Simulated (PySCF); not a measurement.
**Spinor energies of Cd (cadmium, neutral)**

Start: [Kr] 4d10 5s1 5p1; 5s1/2 filled at m_j = +1/2; 5p3/2 filled at m_j = +3/2. Calculated with PySCF 2.14 in x2c-SVPall-2c with one added diffuse shell each of s, p, d type (7s10p7d1f, 79 functions): generalised Hartree-Fock with the X2C-1e Hamiltonian and a Gaussian nucleus; one run each with spin-orbit coupling (SO) switched off, then screened by Boettger's factors. This is a chosen level, not necessarily the ground level.

```
spinor shell  electrons  ε, spin-free (eV)  ε, screened SO (eV)  weight of nominal j (screened SO)  rms radius, screened SO (bohr)
       1s1/2          2           -26842.5             -26840.5                              1.000                          0.0349
       2s1/2          2            -4073.2              -4072.7                              1.000                           0.142
       2p1/2          2            -3648.8              -3782.4                              1.000                           0.124
       2p3/2          4            -3648.8              -3587.5                              1.000                           0.128
       3s1/2          2            -798.32              -798.24                              1.000                           0.381
       3p1/2          2            -655.41              -680.08                              1.000                           0.376
       3p3/2          4            -655.41              -644.09                              1.000                           0.387
       3d3/2          4            -432.19              -436.49                              1.000                           0.362
       3d5/2          6            -432.19              -429.32                              1.000                           0.365
       4s1/2          2            -130.62              -130.67                              1.000                           0.942
       4p1/2          2            -86.386              -90.672                              1.000                            1.01
       4p3/2          4            -86.386              -84.511                              1.000                            1.04
       4d3/2          4            -21.239              -21.798                              0.989                            1.37
       5s1/2          1            -10.235              -10.259                              0.999                            3.21
       5p3/2          1             -4.951               -4.887                              1.000                            4.43
```

Question: Where does 4d5/2 lie, and what is the 4d spin-orbit splitting (screened SO)?

Answer: At -20.976 eV, 0.822 eV above 4d3/2.

| quantity | spin-free | screened SO |
| --- | --- | --- |
| E (hartree) | -5590.16989 | -5591.26037 |
| M_J | 2 | 2 |
| ⟨J²⟩ | 6.011 | 6.011 |
| ⟨L²⟩ | 2.008 | 2.023 |
| ⟨S²⟩ | 2.003 | 2.019 |

Breit and QED terms are absent; they matter most for the inner s and p1/2 levels.

Densities and radii are taken from the X2C orbitals without a picture-change correction, which distorts them close to the nucleus.

Without spin-orbit coupling the j labels of p, d and f shells carry no meaning; the spin-free column gives the mean over the occupied spinors of each nl shell.
